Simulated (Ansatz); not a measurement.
Na₂₁⁻, relaxed as a singlet with RKS PBE/def2-SVP in Ansatz, starting from packed atoms. Force threshold 0.03 eV/Å.

The restricted singlet is unstable towards broken spin symmetry in Hartree–Fock (as tested in another run); at PBE/def2-SVP this wasn't settled. The structure comes from a short search, and lower isomers may exist.

Start:

```xyz
21

Na    2.3497    2.0650   -3.0635
Na   -0.6618   -3.5735    3.2050
Na   -0.7061    1.8564   -3.9166
Na    1.3708   -1.2430   -3.4559
Na   -1.3847   -3.6724   -0.8957
Na   -3.4581    3.7954    2.8250
Na    0.1297    0.3853   -0.8048
Na    1.6380   -1.6701    1.7721
Na   -1.9428   -1.1504   -2.5879
Na    5.2241   -3.5014   -0.5035
Na    3.2860   -0.7294   -0.9646
Na   -0.6230    4.3293   -1.4738
Na   -2.5797   -1.3240    0.8843
Na   -0.8164    1.6939    2.4953
Na   -4.9688   -0.0910    2.7898
Na   -2.6157    1.9521   -0.6655
Na   -5.1695   -0.3207   -0.5391
Na    2.2193    0.9178    3.5814
Na    1.9327    2.8705    0.6959
Na    1.9582   -3.5228   -1.0580
Na    4.8184    0.9329    1.6801
```

Task: Estimate the energy that the relaxation releases and the steps that it takes.

Result: 1.72 eV, in 19 steps; 97 s on 2 threads of AMD EPYC 7R13 on a shared host and a share (18 GiB) of an NVIDIA H100 80GB HBM3. The force fell under the threshold at step 16, but the optimiser went on and released 0.011 eV more. No frequencies were taken in this run, so the end may be a saddle point.

Task: Does the start keep its bonding and symmetry?

Result: Bonds lost: Na9–Na13 (atoms count from 1). Bonds formed: Na2–Na10, Na2–Na20, Na5–Na17, Na6–Na12, Na7–Na20, Na8–Na10, Na8–Na13, Na8–Na19 (atoms count from 1). Metal–metal contacts that move far: Na8–Na21 4.11 to 3.27 Å, Na2–Na5 4.17 to 3.57 Å.

Task: Predict the relaxed structure.

Result: 
Cartesian coordinates in Å:
```
Na 2.228 2.630 -2.778
Na 0.729 -4.415 1.769
Na -1.141 2.014 -3.802
Na 1.245 -0.574 -4.152
Na -2.100 -4.243 -0.409
Na -3.883 4.463 1.181
Na 0.211 0.518 -0.858
Na 1.867 -1.286 1.647
Na -2.031 -1.464 -2.628
Na 4.155 -3.892 0.153
Na 3.665 -0.445 -1.241
Na -0.503 4.069 -0.708
Na -1.490 -1.324 1.683
Na -0.946 2.408 2.318
Na -4.182 1.046 2.571
Na -3.122 1.589 -0.737
Na -4.559 -1.652 0.044
Na 1.593 1.056 4.167
Na 2.390 2.466 0.974
Na 1.106 -3.036 -1.490
Na 4.769 0.073 2.296
```
Bond lengths (bridged metal pairs left out): 68 × Na–Na 3.27 to 3.89 Å.
